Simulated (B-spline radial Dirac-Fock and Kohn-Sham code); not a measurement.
Core-level shifts of calcium with charge state

The computed values come from a radial B-spline solver: relaxed Dirac-Fock hole states (ΔSCF) with Breit and QED corrections and a finite nucleus. Each ion is free and in its tabulated ground configuration. The model has no electron correlation.

Reference: Ca, [Ar] 4s2, with K 4047.7 eV, L1 450.0 eV, L2 360.6 eV, M1 58.77 eV. Shifts from it, in eV (a dash: the subshell is empty, belongs to an open shell averaged over j, or its hole state is left out as unreliable):

```tsv
ion	configuration	K	L1	L2	M1
Ca⁺	[Ar] 4s1	+7.8	+7.7	+7.8	–
Ca²⁺	[Ne] 3s2 3p6	+17.2	+16.8	+17.0	+16.0
Ca³⁺	[Ne] 3s2 3p5	?	?	?	?
Ca⁴⁺	[Ne] 3s2 3p4	+64.6	+61.3	+61.6	+49.6
Ca⁵⁺	[Ne] 3s2 3p3	+91.3	+86.0	–	+67.7
Ca⁶⁺	[Ne] 3s2 3p2	+120.1	+112.3	+112.5	+86.8
```

Problem. Give the missing shifts for Ca³⁺.

Solution. K +39.8, L1 +38.2, L2 +38.4, M1 +32.3 (eV).
